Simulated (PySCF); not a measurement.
Species: C6H11N.
Structure used (GFN2-xTB), in Å, numbered top down from 1:
```
atom  x, y, z in Å
N1     2.342    0.063    0.403
C2     0.983   -0.052   -0.104
C3     0.219   -1.155    0.653
C4    -1.204   -0.659    0.764
C5    -1.846   -0.156   -0.495
C6    -1.216    0.810    0.464
C7     0.199    1.246    0.163
H8     2.837    0.804   -0.082
H9     2.850   -0.801    0.246
H10    0.964   -0.273   -1.186
H11    0.654   -1.258    1.649
H12    0.289   -2.117    0.143
H13   -1.825   -1.094    1.533
H14   -2.925   -0.176   -0.548
H15   -1.364   -0.346   -1.441
H16   -1.847    1.501    1.003
H17    0.254    1.934   -0.683
H18    0.628    1.737    1.038
```

Method used: TDDFT PBE0/def2-SVPD, vertical, gas phase, core orbitals frozen in the response (PySCF).

```csv
state,E (eV),λ (nm),ν̃ (cm⁻¹),f,symmetry,"main configurations (H = HOMO, L = LUMO)"
S1,6.27,197.8,50560,0.010,A′,H→L (89%)
S2,7.09,174.8,57200,0.0007,–,H→L+1 (90%)
S3,7.19,172.5,57980,0.051,A′,H→L+2 (87%)
S4,7.33,169.1,59130,0.0004,–,"H→L+3 (84%), H→L+5 (14%)"
S5,7.51,165.2,60530,0.016,A′,"H-1→L (76%), H-1→L+1 (21%)"
S6,7.65,162.0,61740,0.0021,A′,"H-1→L+1 (73%), H-1→L (20%)"
```

Triplets (Tamm–Dancoff): T1 5.97 eV, H→L (84%); T2 6.94 eV, H→L+2 (41%), H→L+1 (29%), H→L (13%).

The lowest singlet lies at 6.27 eV (198 nm, vacuum ultraviolet) and is weak; its leading configuration is HOMO→LUMO (89%). The most intense listed level is S3 at 7.19 eV (172 nm, f = 0.051), 0.92 eV above S1. Löwdin shares by element: HOMO nitrogen 60%, carbon 13% or more, hydrogen 12% or more (atoms not listed hold the other 15%); LUMO hydrogen 37% or more, carbon 12% or more (atoms not listed hold the other 50%). Orbital energies (eV): HOMO-3 -9.31, HOMO-2 -7.93, HOMO-1 -7.70, HOMO -6.82, LUMO 0.83, LUMO+1 1.15, LUMO+2 1.46. The listed states span 1.39 eV, and the widest gap between neighbours is 0.82 eV (S1 to S2). The oscillator strengths of these states sum to 0.080; summed over the whole spectrum of an exact calculation they would give the number of electrons, 54 (Thomas–Reiche–Kuhn). Symmetry labels in Cs follow from the direction of the transition dipole and are given only for states with f of 0.002 or more. The window holds the lowest 6 singlets.

One conformer stands for the species.
